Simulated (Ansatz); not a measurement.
```tsv
atom	x (Å)	y (Å)	z (Å)
C	0.0285	-0.0187	-0.0008
C	-0.0227	0.0120	1.3010
C	0.0041	0.0209	-1.2930
H	0.9300	-0.0066	1.8776
H	-0.9539	-0.0054	1.8836
H	0.0189	0.9357	-1.8522
H	-0.0050	-0.9379	-1.9162
```

Basis set: cc-pVDZ (spherical functions). Frozen core: 3 orbitals. Charge 0, multiplicity 1.

Computed with Ansatz (development build ahead of 0.2.0); each method stands on the lowest determinant of its kind that the runs found. Restricted open shells among the atoms or ions are ROHF, correlated in semicanonical orbitals with singles.

Problem. Give the atomization energy at this shape (free ground-state atoms in the same class of orbitals less the molecule, no zero-point energy) of singlet C₃H₄ by RHF-MP2, RHF.

Solution.

| method | atomization energy |
| --- | --- |
| RHF-MP2 | 658.70 kcal/mol |
| RHF | 517.14 kcal/mol |
